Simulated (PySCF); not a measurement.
C5H5FP2.
Atom-mapped SMILES: `[CH3:1][c:2]1[p:3][cH:4][cH:5][c:6]([F:7])[p:8]1` (hydrogens: H9, H10, H11 on C1; H12 on C4; H13 on C5)

The same species was optimised twice, with GFN2-xTB and with PBE0-D3(BJ)/def2-SVP (PySCF), and the same property calculations (PySCF, gas phase) were run on both structures.

| coordinate | GFN2-xTB | PBE0-D3(BJ)/def2-SVP | change |
| --- | --- | --- | --- |
| C6–F7 (Å) | 1.360 | 1.338 | -0.022 |
| C4–C5 (Å) | 1.379 | 1.391 | +0.012 |
| C6–P8 (Å) | 1.741 | 1.752 | +0.011 |
| C5–C6 (Å) | 1.378 | 1.386 | +0.008 |
| C1–C2 (Å) | 1.509 | 1.514 | +0.005 |
| C2–P3 (Å) | 1.744 | 1.748 | +0.004 |
| C2–P8 (Å) | 1.740 | 1.738 | -0.002 |
| P3–C4 (Å) | 1.733 | 1.733 | 0.000 |
| C5–C6–P8 (°) | 130.9 | 129.6 | -1.3 |
| C2–P8–C6 (°) | 101.7 | 103.0 | +1.3 |
| F7–C6–P8 (°) | 113.2 | 114.4 | +1.2 |
| C1–C2–P3 (°) | 114.9 | 115.6 | +0.7 |
| P3–C4–C5 (°) | 128.2 | 128.8 | +0.6 |
| P3–C2–P8 (°) | 130.4 | 129.9 | -0.5 |
| C1–C2–P8 (°) | 114.7 | 114.5 | -0.2 |
| C4–C5–C6 (°) | 124.8 | 124.7 | -0.1 |

Rotational constants: A = 2283, B = 1320, C = 840.8 MHz (GFN2-xTB) against A = 2277, B = 1312, C = 836.6 MHz (PBE0-D3(BJ)/def2-SVP).

On the GFN2-xTB structure: lowest triplet, Tamm–Dancoff (eV) 2.84 [wB97X-D/def2-SVPD]; isotropic polarisability (au) 107.6 [wB97X-D/def2-SVPD]; HOMO (eV) -8.88 [wB97X-D/def2-SVPD]; LUMO (eV) -0.55 [wB97X-D/def2-SVPD]; dipole (D) 1.25 [wB97X-D/def2-SVPD]; HOMO (eV) -7.21 [PBE0/pcSseg-1]; LUMO (eV) -2.16 [PBE0/pcSseg-1]; dipole (D) 1.23 [PBE0/pcSseg-1]; GIAO shielding of C1 (ppm) 155.6 [PBE0/pcSseg-1]; GIAO shielding of C2 (ppm) -35.3 [PBE0/pcSseg-1]; GIAO shielding of P3 (ppm) 73.1 [PBE0/pcSseg-1]; GIAO shielding of C4 (ppm) 20.2 [PBE0/pcSseg-1]; GIAO shielding of C5 (ppm) 60.3 [PBE0/pcSseg-1]; GIAO shielding of C6 (ppm) -23.9 [PBE0/pcSseg-1]; GIAO shielding of F7 (ppm) 243.6 [PBE0/pcSseg-1]; GIAO shielding of P8 (ppm) 103.4 [PBE0/pcSseg-1].

Task: What do these properties become on the PBE0-D3(BJ)/def2-SVP structure?

Result: 
```tsv
property	level	on GFN2-xTB	on PBE0-D3(BJ)/def2-SVP	change
lowest triplet, Tamm–Dancoff (eV)	wB97X-D/def2-SVPD	2.84	2.82	-0.02
isotropic polarisability (au)	wB97X-D/def2-SVPD	107.6	108.6	+1.0
HOMO (eV)	wB97X-D/def2-SVPD	-8.88	-8.84	+0.04
LUMO (eV)	wB97X-D/def2-SVPD	-0.55	-0.52	+0.03
dipole (D)	wB97X-D/def2-SVPD	1.25	1.15	-0.10
energy, GFN2-xTB geometry as zero (kcal/mol)	wB97X-D/def2-SVPD	0.0	-0.5	-0.5
HOMO (eV)	PBE0/pcSseg-1	-7.21	-7.17	+0.04
LUMO (eV)	PBE0/pcSseg-1	-2.16	-2.13	+0.03
dipole (D)	PBE0/pcSseg-1	1.23	1.13	-0.10
energy, GFN2-xTB geometry as zero (kcal/mol)	PBE0/pcSseg-1	0.0	-0.2	-0.2
GIAO shielding of C1 (ppm)	PBE0/pcSseg-1	155.6	154.1	-1.5
GIAO shielding of C2 (ppm)	PBE0/pcSseg-1	-35.3	-34.7	+0.6
GIAO shielding of P3 (ppm)	PBE0/pcSseg-1	73.1	71.1	-2.0
GIAO shielding of C4 (ppm)	PBE0/pcSseg-1	20.2	18.6	-1.6
GIAO shielding of C5 (ppm)	PBE0/pcSseg-1	60.3	57.8	-2.5
GIAO shielding of C6 (ppm)	PBE0/pcSseg-1	-23.9	-23.3	+0.6
GIAO shielding of F7 (ppm)	PBE0/pcSseg-1	243.6	246.9	+3.3
GIAO shielding of P8 (ppm)	PBE0/pcSseg-1	103.4	97.1	-6.3
```

The heavy atoms differ by 0.013 Å rms after alignment. Among bonds between heavy atoms C6–F7 changes most (-0.022 Å). Changes are differences of the printed values. Neither structure is proved a minimum here.

The pairwise dispersion term of wB97X-D wasn't added to the energies; at a given geometry it leaves orbitals and properties as they are.
